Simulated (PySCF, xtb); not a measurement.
Cl3Ga, SMILES [Cl][Ga+]([Cl])[Cl] (connectivity only; charge and spin as stated), charge +1, multiplicity 2.

Harmonic wavenumbers (cm⁻¹) from GFN2-xTB run with xtb at its own minimum, in rising order: 57, 57, 124, 288, 330, 331.

### Question
What does PySCF 2.14.0 with PBE0-D3(BJ)/def2-SVP give at its own minimum? (Estimate from the structure and the level; the computed values follow.)

### Answer
85, 109, 169, 303, 371, 541. Paired by order, the mean absolute difference is 65 cm⁻¹ and the zero-point energies are 1.7 and 2.3 kcal/mol.
